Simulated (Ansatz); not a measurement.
The same path of a periodic cell of 17 atoms, Si (host Si, host structure diamond, interstitial Si) was run twice with different band settings. Lost on the way: Si8–Si17. Made: Si1–Si17.

Computed with DFT PBE, scalar-relativistic, plane waves, PAW in Ansatz. Settings: PAW set soft_1, cutoff 420 eV, k mesh 2x2x2, gaussian smearing 0.05 eV, no spin polarisation.

Relaxed end points:

```xyz
17
Lattice="0.0000 5.4300 5.4300 5.4300 0.0000 5.4300 5.4300 5.4300 0.0000" Properties=species:S:1:pos:R:3
Si 0.000 0.000 0.000
Si 1.355 1.353 1.352
Si 2.718 2.713 0.033
Si 4.077 4.076 1.353
Si 2.718 0.033 2.712
Si 4.078 1.353 4.075
Si 5.398 2.713 2.713
Si 6.769 4.092 4.091
Si 0.037 2.715 2.714
Si 1.354 4.078 4.077
Si 2.717 5.396 2.715
Si 4.100 6.763 4.096
Si 2.717 2.716 5.396
Si 4.100 4.096 6.762
Si 5.437 5.427 5.426
Si 6.766 6.764 6.763
Si 8.151 8.142 8.141
```

```xyz
17
Lattice="0.0000 5.4300 5.4300 5.4300 0.0000 5.4300 5.4300 5.4300 0.0000" Properties=species:S:1:pos:R:3
Si 0.029 -0.022 -0.021
Si 1.398 1.359 1.359
Si 2.715 2.724 -0.005
Si 4.075 4.043 1.358
Si 2.715 -0.005 2.724
Si 4.076 1.358 4.043
Si 5.436 2.720 2.720
Si 6.789 4.073 4.073
Si 0.029 2.739 2.739
Si 1.363 4.073 4.074
Si 2.694 5.409 2.739
Si 4.076 6.789 4.106
Si 2.695 2.738 5.410
Si 4.076 4.106 6.790
Si 5.438 5.427 5.427
Si 6.756 6.788 6.789
Si 9.509 6.789 6.790
```

Common settings: movable images 3; climbing image yes; force threshold 0.05 eV/Å; end points relaxed.

| run | spring | optimiser | start path | iteration limit |
| --- | --- | --- | --- | --- |
| 1 | 5.0 eV/Å² | quadratic models (default) | IDPP | 80 |
| 2 | 50.0 eV/Å² | fire | default | 47 |

Q: What does each run give, and how far can it be trusted?

A: Run 1: converged after 23 iterations, highest image 0.309 eV above the first end. By the program's own check the climbing image is of a kind that is not told: the force calls were inconclusive, a negative curvature could not be distinguished from the path's own, the only one lies far off the path, or fixed occupations may fill a level only in part (lowest curvatures found: -0.24 and 0.64 eV/Å²).
Run 2: converged after 24 iterations, highest image 0.320 eV above the first end. The order of the stationary point at the top wasn't checked.
Limits of this set-up: coarse k mesh.
